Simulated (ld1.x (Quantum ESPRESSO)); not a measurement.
**How hard is this calcium TM semilocal potential?**

- Element: calcium (Ca)
- Generator: ld1.x (Quantum ESPRESSO) 7.5
- Type: norm-conserving Troullier–Martins (semilocal form)
- Functional: PBE
- Relativity: scalar-relativistic
- Frozen core: [Ne]
- Valence charge: 10
- Reference configuration: 3s2 3p6 3d0 4s2 4p0
- Partial waves: 3s (bound): rc 1.06 bohr; 3d (bound, empty): rc 3.00 bohr; 4f channel at 0.3 Ry: rc 2.40 bohr; 3p (bound): rc 1.80 bohr
- Local potential: the p channel
- Core correction: none

Occupied shells without a wave of their own: 4s. They enter only through the test configuration that unscreens the potential.

The pseudo-atom Hamiltonian at the reference potential is diagonalised in spherical Bessel functions j_l(qr) that vanish at 20 bohr, with q² up to the cutoff. All-electron valence levels (Ry): 3s -3.4612, 4s -0.2768, 3d -0.1431, 3p -2.0586, 4p -0.1031.

How do the lowest levels (Ry) of each channel move with the cutoff, and are there ghosts?

```
cutoff (Ry)     s #1     s #2     d #1    d #2    f #1     p #1     p #2  Σ f·Δε (mRy)
          8  -2.9434  -0.2375   0.0110  0.0847  0.0958  -1.5064  -0.0716        4430.4
         15  -3.0596  -0.2438  -0.0858  0.0493  0.0958  -1.9642  -0.0971        1438.6
         25  -3.3125  -0.2640  -0.1417  0.0444  0.0958  -2.0536  -0.1032         355.7
         40  -3.4408  -0.2764  -0.1430  0.0443  0.0958  -2.0583  -0.1038          45.9
         60  -3.4466  -0.2772  -0.1431  0.0442  0.0958  -2.0585  -0.1038          31.8
         90  -3.4569  -0.2779  -0.1431  0.0442  0.0958  -2.0586  -0.1038           9.3
        120  -3.4606  -0.2782  -0.1431  0.0442  0.0958  -2.0586  -0.1038           1.3
        180  -3.4610  -0.2783  -0.1431  0.0442  0.0958  -2.0586  -0.1038           0.5
        400  -3.4612  -0.2783  -0.1431  0.0442  0.0958  -2.0586  -0.1038           0.0
```

Result: no extra level below or beside the all-electron valence levels (s, d, f, p tested); the semilocal form is local in each channel, so this says nothing of the separable form that plane-wave codes build from it; 10 mRy is reached at 90 Ry and 1 mRy at 140 Ry.
